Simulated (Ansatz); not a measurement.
A nudged elastic band was laid between two geometries of CH₅BFNSi (10 atoms, charge 0, multiplicity 1).

The calculation used RKS CAM-B3LYP-D4/6-31G* in Ansatz 0.2.0.

| Quantity | Value |
| --- | --- |
| movable images | 7 |
| climbing image | yes |
| spring | 5.0 eV/Å² |
| optimiser | quadratic models (default) |
| start path | through a guess of the saddle point |
| force threshold | 0.05 eV/Å |
| iteration limit | 60 |
| end points | relaxed |

Image 0:

```xyz
10
Properties=species:S:1:pos:R:3
B 0.231 1.537 0.767
N 0.005 0.257 0.251
Si -0.100 -1.473 0.278
C -0.233 -0.231 -1.093
F 0.823 -0.057 -1.953
H 0.438 1.662 1.938
H 0.198 2.475 0.025
H -1.278 -2.093 0.920
H 1.148 -2.242 0.441
H -1.149 0.114 -1.570
```

Image 8:

```xyz
10
Properties=species:S:1:pos:R:3
B 0.228 1.086 0.922
N 0.648 0.053 0.052
Si -0.639 -1.743 0.306
C -0.101 -0.529 -1.074
F 0.802 -0.964 -2.014
H 0.951 1.387 1.819
H -0.820 1.612 0.716
H -1.812 -0.844 0.666
H 1.586 -0.328 0.126
H -0.759 0.217 -1.517
```

(1) Which bonds break or form, and what moves?

(2) Give the energies along the band, and the barrier.

(3) What is the geometry of the highest image?

(4) What are the harmonic wavenumbers there?

The band took 22 iterations and about 5 core-minutes.

Results:

(1) Bonds broken: Si3–H9. Bonds formed: N2–H9.

(2) It converged. The highest image is number 5 of 0 to 8, 50.1 kcal/mol above the first end and 34.6 kcal/mol above the last; the last end lies 15.5 kcal/mol above the first. A vibrational analysis at the climbing image gives one clearly imaginary mode, 1235i cm⁻¹: a first-order saddle point. The orbitals stay closed-shell, which can raise the energy where a bond breaks towards radicals; this wasn't checked here.

```tsv
image	path coordinate (Å)	energy (kcal/mol)	Si3–H9 (Å)	N2–H9 (Å)
0	0.00	0.0	1.47	2.75
1	0.42	1.0	1.47	2.71
2	0.85	5.6	1.47	2.56
3	1.27	19.5	1.45	2.26
4	1.70	38.7	1.47	1.92
5	2.12	50.1	1.58	1.49
6	3.09	23.4	2.29	1.03
7	4.06	17.7	2.56	1.02
8	5.03	15.5	2.64	1.02
```

(3) 
```xyz
10
Properties=species:S:1:pos:R:3
B 0.346 1.383 0.772
N 0.193 0.178 0.093
Si -0.078 -1.893 0.106
C -0.176 -0.369 -1.099
F 0.728 -0.266 -2.120
H 0.663 1.371 1.922
H 0.151 2.388 0.156
H -1.439 -1.827 0.752
H 0.875 -0.893 0.864
H -1.181 -0.122 -1.442
```

(4) 1235i, 99, 273, 292, 377, 437, 517, 619, 678, 727, 916, 953, 1012, 1040, 1076, 1141, 1265, 1375, 1529, 2018, 2155, 2641, 2738, 3169 cm⁻¹.

Run time: 2.7 min on 2 threads of AMD EPYC 9R45 96-Core Processor (Zen 5), with other jobs on the host, peak memory 0.23 GiB.
